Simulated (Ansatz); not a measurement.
`C[N](C)[MgH]` and `CN(C)BN` differ in one atom or group.

Ansatz, PBE0-D4/def2-TZVP geometries, multiplicity 1. Each molecule was computed in one conformer, which needn't be the lowest.

| property | `C[N](C)[MgH]` |
| --- | --- |
| zero-point energy (PBE0-D4/def2-TZVP) / kJ/mol | 225.2 |
| size of the dipole moment (B3LYP/def2-TZVPP) / D | 0.22 |
| LUMO energy (PBE/def2-TZVPP) / eV | -1.23 |
| HOMO–LUMO gap (ωB97M-V/def2-TZVPP) / eV | 8.50 |
| size of the dipole moment (ωB97M-V/def2-TZVPP) / D | 0.23 |
| size of the dipole moment (PBE/def2-TZVPP) / D | 0.24 |

**Question.** What does the change do to each property? (Estimate.)

**Answer.** Computed: 
```csv
property,`CN(C)BN`,shift
zero-point energy (PBE0-D4/def2-TZVP) / kJ/mol,322.9,97.7
size of the dipole moment (B3LYP/def2-TZVPP) / D,1.20,0.98
LUMO energy (PBE/def2-TZVPP) / eV,0.25,1.48
HOMO–LUMO gap (ωB97M-V/def2-TZVPP) / eV,10.90,2.40
size of the dipole moment (ωB97M-V/def2-TZVPP) / D,1.21,0.98
size of the dipole moment (PBE/def2-TZVPP) / D,1.26,1.02
```

With PBE0 the HOMO falls by 0.79 eV and the LUMO rises by 1.56 eV, so the gap widens by about 2.35 eV. PBE moves the HOMO by -0.71 eV and ωB97M-V by -0.78 eV. The zero-point energy changes by 97.7 kJ/mol with +9 modes. Dipoles are sizes alone; their direction can turn.

B3LYP here is the variant with VWN-RPA as its local correlation; programs differ in this.
